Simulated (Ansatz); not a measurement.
Program: Ansatz 0.2.0.

A structure relaxed at PBE0-D4/def2-TZVP, charge 0, multiplicity 1:

```xyz
13

F     1.7480   -1.5332   -0.2060
C     0.7267   -0.8605   -0.7762
O     1.0438    0.4930   -0.8973
C     0.5112    1.2301    0.1342
F     0.3904    2.4854   -0.2618
F     1.3008    1.2013    1.2148
C    -0.8432    0.5518    0.4490
F    -1.2471    0.7362    1.7009
F    -1.7698    1.0257   -0.3914
C    -0.5409   -0.9356    0.1173
F    -0.3143   -1.6216    1.2362
F    -1.5534   -1.5084   -0.5462
H     0.5478   -1.2641   -1.7734
```

Give its formula and SMILES.

C4HF7O, `FC1OC(F)(F)C(F)(F)C1(F)F`.

Point group (tolerance 0.08 Å, 0.16 Å for H)?

C1.

Summarise the bond lengths by kind.

7 × C–F 1.322 to 1.349 Å; 2 × C–O 1.375 to 1.395 Å; 3 × C–C 1.547 to 1.554 Å; 1 × C–H 1.091 Å.
